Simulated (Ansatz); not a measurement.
`C[SiH](N)[InH2]` → `[InH3]` + `C[Si]N` at 298.15 K and 1 bar (silylene formation by 1,1-elimination).

Gas-phase electronic energies from Ansatz, PBE0-D4/def2-TZVP geometries. CBS: MP2 limit from def2 TZ/QZ plus the TZ coupled-cluster correction, frozen cores. Elements past krypton have def2 core potentials. For In outer-core shells are correlated without core-valence functions, which leaves a few kJ/mol of doubt a bond. Each species was taken in one conformer, which may not be the lowest.

```
          species  CCSD(T)/CBS energy (Eh)  H − E (kJ/mol)  S (J/(mol·K))
`C[SiH](N)[InH2]`               -576.47602           244.2          386.5
         `[InH3]`               -191.56739            54.8          229.0
         `C[Si]N`               -384.84019           179.3          296.8
```

H − E and S are ideal-gas, rigid-rotor, harmonic terms from PBE0-D4/def2-TZVP, for one conformer and one mirror image of each species. 1 Eh = 2625.50 kJ/mol, R = 8.31446 J/(mol·K).

Task: By hand: ΔE, ΔH, ΔS and ΔG.

Result: ΔE = (-191.56739) + (-384.84019) − (-576.47602) = 0.06844 Eh = 179.7 kJ/mol. Δ(H − E) = 54.8 + 179.3 − 244.2 = -10.1, so ΔH = 169.6 kJ/mol. ΔS = 229.0 + 296.8 − 386.5 = 139.3 J/(mol·K). ΔG = 169.6 − 298.15 × (139.3)/1000 = 128.1 kJ/mol.

Task: By hand: the equilibrium constant, and the temperature at which ΔG would vanish if ΔH and ΔS stayed fixed.

Result: log₁₀ K = −ΔG/(RT ln 10) = -22.4. ΔG = 0 at ΔH/ΔS = 1218 K.

The number of gas molecules changes by +1, which sets the sign of ΔS. A doubt of 5 kJ/mol in ΔE shifts log₁₀ K by 0.9 here. Other conformers and mirror images would add mixing entropy, several J/(mol·K) or more a flexible species. Modes under 60 cm⁻¹, often nearly free rotors, make the harmonic entropy too high. These are equilibria of isolated gas molecules and say nothing of rates. Largest T1 diagnostic: 0.014 (customary marks: 0.02 for closed shells, 0.045 for open ones).
